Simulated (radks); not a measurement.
The numbers below are computed, except where a source is named.
The rhodium anion Rh- inside a hard spherical wall (all orbitals vanish at R), configuration held at [Kr] 4d8 5s2 and not refilled when levels cross. Code: a radial shooting solver on a logarithmic mesh with Libxc functionals. Model: scalar-relativistic Kohn-Sham, PBE, spin-polarised, spherical densities, point nucleus; open shells are filled with parallel spins first (spin-orbit coupling, left out, can overturn this in heavy ions). Eigenvalues in eV for spin up, with the zero of energy where the potential of the charges vanishes at infinity; a dash marks a level that is unbound or too diffuse for the functional's potential to be trusted. A positive occupied level is held by the wall or, in an anion where self-interaction has pushed it up, behind a barrier. The pressure on the wall is -dE/dV.

R (bohr) = 20: E (hartree) -4784.19652; kinetic (hartree) 4954.821; e(4s) -77.244; e(4p) -45.175; e(4d) -0.651; e(5s) 0.648; e(6s, empty) 2.231; e(5p, empty) 2.286; pressure (GPa) 0.000196
R (bohr) = 15: E (hartree) -4784.19603; kinetic (hartree) 4954.824; e(4s) -77.157; e(4p) -45.088; e(4d) -0.562; e(5s) 0.724; e(6s, empty) 3.106; e(5p, empty) 2.847; pressure (GPa) 0.00248
R (bohr) = 12: E (hartree) -4784.19437; kinetic (hartree) 4954.831; e(4s) -76.994; e(4p) -44.923; e(4d) -0.395; e(5s) 0.867; e(6s, empty) 4.315; e(5p, empty) 3.372; pressure (GPa) 0.0180
R (bohr) = 6: E (hartree) -4784.09568; kinetic (hartree) 4955.230; e(4s) -74.231; e(4p) -42.159; e(4d) 2.244; e(5s) 3.570; e(6s, empty) 18.831; e(5p, empty) 8.101; pressure (GPa) 5.54
R (bohr) = 5: E (hartree) -4783.94668; kinetic (hartree) 4955.791; e(4s) -71.906; e(4p) -39.868; e(4d) 4.357; e(5s) 6.168; e(6s, empty) 30.196; e(5p, empty) 11.837; pressure (GPa) 22.9
R (bohr) = 4: E (hartree) -4783.46802; kinetic (hartree) 4957.518; e(4s) -66.836; e(4p) -34.951; e(4d) 8.947; e(5s) 12.706; e(6s, empty) 55.260; e(5p, empty) 20.604; pressure (GPa) 125
R (bohr) = 3.5: E (hartree) -4782.84004; kinetic (hartree) 4959.717; e(4s) -62.075; e(4p) -30.390; e(4d) 13.399; e(5s) 19.964; e(6s, empty) 80.031; e(5p, empty) 29.899; pressure (GPa) 341
R (bohr) = 2: E (hartree) -4767.50650; kinetic (hartree) 5011.011; e(4s) -13.415; e(4p) 18.644; e(4d) 69.270; e(5s) 141.77; e(6s, empty) 383.90; e(5p, empty) 168.07; pressure (GPa) 21200
R (bohr) = 1.5: E (hartree) -4728.18783; kinetic (hartree) 5126.498; e(4s) 60.664; e(4p) 99.228; e(4d) 162.53; e(5s) 368.92; e(6s, empty) 844.28; e(5p, empty) 404.61; pressure (GPa) 157000
